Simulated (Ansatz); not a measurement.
```yaml
crystal:
  periodic: [false, false, false]
  atoms:
    - {symbol: Pt, position_ang: [1.320153, -0.134588, 0.410873]}
    - {symbol: Co, position_ang: [-0.955114, -0.633497, 0.512985]}
    - {symbol: Co, position_ang: [-0.365039, 0.768086, -0.923857]}
basis:
  gaussian: {orbitals: def2-TZVP, initial_orbitals: start.molden}
hamiltonian: {xc: pbe}
correlation: {method: rpa}
scf: {omitted_lower_state_checks: [starts]}
```

The file start.molden holds the orbitals of an earlier run on this structure, at another level or in another basis.

```sh
$ ansatz run in.yaml --threads 4 --pin off --events-out ev --progress --plain --max-ram 3916MiB
```

It prints (some lines left out):

```
Functional definition: PBE
  name "PBE"
  cite "Perdew, Burke & Ernzerhof, Phys. Rev. Lett. 77, 3865 (1996) doi:10.1103/PhysRevLett.77.3865"
  parent pbe
  parameter kappa = 0.804
  parameter beta = 0.06672455060314922
  exchange = pbe_x(kappa = kappa, mu = beta*pi^2/3)
  correlation = pbe_c(beta = beta)
these checks for a lower state are left out or cut short: starts
1262 factors; integrals over basis functions are off by at most 2.9e-4 eV
mean field evaluation 1: about -78489.1438 eV, gradient 1.2e1 eV
mean field evaluation 2: about -78489.5241 eV, gradient 7.6e-1 eV
mean field evaluation 4: about -78489.5321 eV, gradient 1.1e-1 eV
mean field evaluation 8: about -78489.5326 eV, gradient 1.6e-5 eV
mean field -78489.53255973 eV, -2884.4371194541 hartree, gradient 2.3e-6 eV, S^2 0.000000; 0 other end points of the search recorded, 0 dependent functions left out; unrestricted orbitals would lower it
mean field evaluation 16: about -78387.3440 eV, gradient 1.4e1 eV
mean field evaluation 32: about -78397.3301 eV, gradient 1.5e-1 eV
10 core orbitals not correlated: weight in the atoms' cores, before any rotation towards them, 1.000 or more for the frozen orbitals, at most 0.000 for the correlated occupied ones
reference -78380.61805863 eV, -2880.4345853637 hartree; 26, 26 occupied and 94, 94 virtual orbitals, 1262 factors
Error: the energy between an occupied orbital and the lowest state that it is excited into in its spin channel is -0.1887 eV and must be positive: a state without a gap has no random-phase energy
```

Task: Can the result of this run be used?

Result: No. The run stopped with an error. The reference has no gap: an occupied orbital lies above an empty one, and the correlation energy can't be formed.
